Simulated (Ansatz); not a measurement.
Cost and result for the atomization energy of Cl$_{2}$H$_{6}$N$_{2}$Si$_{2}$ (`N[SiH2][Si](N)(Cl)Cl`) (12 atoms, 11 bonds).

Z-matrix (Å, degrees):
```
Si
Si 1 2.332
N 1 1.725 2 104.5
H 1 1.493 2 108.5 3 125.3
H 1 1.486 2 111.4 3 -115.9
Cl 2 2.082 1 105.2 3 -57.3
N 2 1.696 1 111.6 3 66.2
Cl 2 2.053 1 114.0 3 -172.6
H 3 1.009 1 118.5 2 56.3
H 3 1.008 1 119.6 2 -163.4
H 7 1.008 2 119.0 1 -43.4
H 7 1.008 2 121.3 1 169.2
```

Total charge 0; spin multiplicity 1. The structure was optimised at the PBE0-D4/def2-TZVP level. It is one conformer, not always the lowest. Program: Ansatz. All runs use 2 threads of an AMD EPYC 7R13 on a shared host and a share of an NVIDIA H100 80 GB. Times are those of one run each, without the atoms' runs, and a repeat can differ threefold. Electronic energies, without spin–orbit coupling; frozen cores. CCSD(T)/CBS adds CCSD(T) − MP2 in def2-TZVPP to the MP2 limit, and its time is that of the two runs behind it. T1 = 0.010. B3LYP takes the VWN-RPA correlation (the form of Gaussian; ORCA's B3LYP/G).

CCSD(T)/CBS is a level of theory with its own doubt, some kJ/mol a heavy atom from the limit and from the frozen cores, so smaller differences don't rank the functionals.

| level | functions | wall time | atomization (kJ/mol) | difference from CCSD(T)/CBS | per bond |
| --- | --- | --- | --- | --- | --- |
| r2SCAN-D4/def2-TZVPP (with forces) | 314 | 6.5 s | 4008.2 | -14.1 | -1.3 |
| PBE0-D4/def2-TZVPP | 314 | 6.5 s | 4001.7 | -20.6 | -1.9 |
| MP2/def2-QZVPP | 574 | 7 s | 4028.1 | 5.8 | 0.5 |
| B3LYP-D4/def2-TZVPP (with forces) | 314 | 7.5 s | 4010.3 | -12.0 | -1.1 |
| B2PLYP/def2-TZVPP | 314 | 9 s | 3948.7 | -73.6 | -6.7 |
| PBE-D4/def2-TZVPP (with forces) | 314 | 9.5 s | 4063.7 | 41.4 | 3.8 |
| ωB97X-V/def2-TZVPP | 314 | 10 s | 4051.5 | 29.2 | 2.6 |
| ωB97M-V/def2-TZVPP (with forces) | 314 | 13 s | 4040.5 | 18.2 | 1.6 |
| CCSD(T)/def2-TZVPP | 314 | 14 s | 3873.7 | -148.6 | -13.5 |
| CCSD(T)/CBS(def2) | – | 21 s | 4022.3 | 0.0 | 0.0 |

The D4 term adds +62.1 kJ/mol with B3LYP and +33.1 kJ/mol with PBE0; it sums over pairs of atoms, weighted by their polarisabilities, and B3LYP, whose exchange is more repulsive, gets the larger term. From PBE to PBE0 (25 % exact exchange), in def2-TZVPP and without D4, the atomization energy moves by −56.8 kJ/mol: exact exchange takes away binding that semilocal exchange gives to molecules. In def2-TZVPP, CCSD(T) changes the Hartree–Fock value by +1051.9 kJ/mol (the triples alone add +64.6 kJ/mol) and MP2 by +1117.6 kJ/mol; breaking electron pairs costs correlation energy, which Hartree–Fock lacks.
